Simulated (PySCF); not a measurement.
C2HBF2S2.
Z-matrix (Å and degrees, PBE0-D3(BJ)/def2-SVP geometry), rows numbered from 1:
```
F 
B   1  1.3214
S   2  1.8033  1  123.32
C   3  1.7458  2   94.54  1  -179.85
C   4  1.3434  3  117.68  2     0.02
F   5  1.3205  4  123.68  3   179.88
S   5  1.7522  4  120.34  3    -0.17
H   4  1.0906  3  119.45  2   179.99
```

Method used: PBE0-D3(BJ)/def2-SVP geometry optimisation, gas phase (PySCF).

Masses are those of the commonest isotopes; rigid-rotor values at the optimised geometry. 

(1) Give the principal moments of inertia and the rotational constants in GHz.

(2) Classify the top.

(3) Is it planar, by Δ = Ic − Ia − Ib?

(4) Give the coordinates in the principal-axis frame, origin at the centre of mass.

(5) List the rotational levels J(Ka,Kc) to J = 3 (cm⁻¹).

(6) Predict some low-J microwave lines.

(7) Estimate the classical rotational partition function at 10 K, 50 K and 100 K.

Results:

(1) Ia = 165.76, Ib = 321.37, Ic = 487.13 u·Å²; 505379 MHz·u·Å²/I gives 3049, 1573 and 1037 MHz, that is A = 3.0488, B = 1.5726, C = 1.0375 GHz.

(2) An asymmetric top; Ray's κ = -0.468.

(3) Planar: Δ = Ic − Ia − Ib = 0.00 u·Å². For a rigid frame Δ = −2 Σ m c², so it vanishes when all atoms lie in the ab plane; here none is more than 0.01 Å from it.

(4) The sense of each axis is arbitrary; atoms in the order of the calculation.
```
atom  mass (u)   a (Å)   b (Å)   c (Å)
  F1    18.998  -2.390   0.903   0.003
  B2    11.009  -1.193   0.343   0.000
  S3    31.972  -0.934  -1.442  -0.001
  C4    12.000   0.808  -1.329  -0.001
  C5    12.000   1.354  -0.101   0.000
  F6    18.998   2.655   0.121   0.003
  S7    31.972   0.332   1.322  -0.003
  H8     1.008   1.404  -2.242  -0.001
```

(5) Above 0(0,0):
J = 1: 1(0,1) 0.0871, 1(1,1) 0.1363, 1(1,0) 0.1542
J = 2: 2(0,2) 0.2571, 2(1,2) 0.2926, 2(1,1) 0.3461, 2(2,1) 0.4938, 2(2,0) 0.4979
J = 3: 3(0,3) 0.5034, 3(1,3) 0.5247, 3(1,2) 0.6312, 3(2,2) 0.7550, 3(2,1) 0.7740, 3(3,1) 1.0482, 3(3,0) 1.0487
Those of J = 1 are B + C, A + C and A + B.

(6) The dipole components are |μa| = 0.44 D, |μb| = 0.83 D, |μc| = 0.00 D; the mirror of this Cs structure is the ab plane, so μc vanishes by symmetry and there are no c-type lines. The squared components, which scale the intensities, stand as 0.28 : 1.00 (a : b). Some of the stronger lines:

```
type  branch         J(Ka,Kc)    MHz  lower level (cm⁻¹)
   a       Q  3(1,2) ← 3(1,3)   3193               0.525
   b       R  1(1,1) ← 0(0,0)   4086               0.000
   b       Q  2(2,1) ← 2(1,2)   6034               0.293
   b       R  5(2,3) ← 4(3,2)   6752               1.403
   b       Q  4(3,1) ← 4(2,2)   7675               1.151
   b       Q  4(3,2) ← 4(2,3)   9081               1.100
   a       R  4(1,3) ← 3(1,2)  11210               0.631
   b       Q  4(4,1) ← 4(3,2)  12035               1.403
   b       R  3(2,2) ← 2(1,1)  12259               0.346
   a       R  5(2,4) ← 4(2,3)  12782               1.100
   b       R  4(3,2) ← 3(2,1)  18857               0.774
   b       R  5(3,2) ← 4(2,3)  22846               1.100
```

(7) Point group Cs, symmetry number σ = 1; q = (√π/σ)·√((kT/h)³/(ABC)), k/h = 20836.6 MHz/K: 2390 at 10 K, 26700 at 50 K, 75600 at 100 K.

Whether it is a minimum is left open (no frequencies). Constants of a rigid frame at the computed geometry: no zero-point averaging, no centrifugal distortion. Quadrupole hyperfine structure (11B) is left out.
